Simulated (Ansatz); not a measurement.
ClH$_{5}$N$_{2}$OSi (`N[Si](N)(O)Cl`) at its PBE0-D4/def2-TZVP geometry, where that method's forces vanish. Total charge 0; spin multiplicity 1.

```xyz
10

N    -0.0745   -1.4140    0.6762
Si   -0.2517    0.1094   -0.0280
N     1.2555    0.8817   -0.0075
O    -0.9821   -0.2074   -1.4587
Cl   -1.4887    1.4679    0.9428
H     0.4385   -1.5304    1.5328
H    -0.7652   -2.1310    0.5335
H     1.3331    1.8817    0.0571
H     2.0637    0.4521   -0.4257
H    -1.5287    0.4900   -1.8226
```

Task: What forces (eV/Å) does r2SCAN-D4/def2-TZVPP give on these atoms in the Gaussian-basis code of Ansatz? (Best estimate.)

Result: Computed: 
```
N1   0.033 -0.007 -0.043
Si2 -0.003  0.014  0.017
N3   0.004 -0.015  0.030
O4  -0.018 -0.050 -0.055
Cl5 -0.049  0.060  0.044
H6  -0.010 -0.028  0.019
H7  -0.007 -0.022  0.027
H8   0.027  0.013 -0.016
H9   0.032  0.020 -0.011
H10 -0.010  0.014 -0.013
```
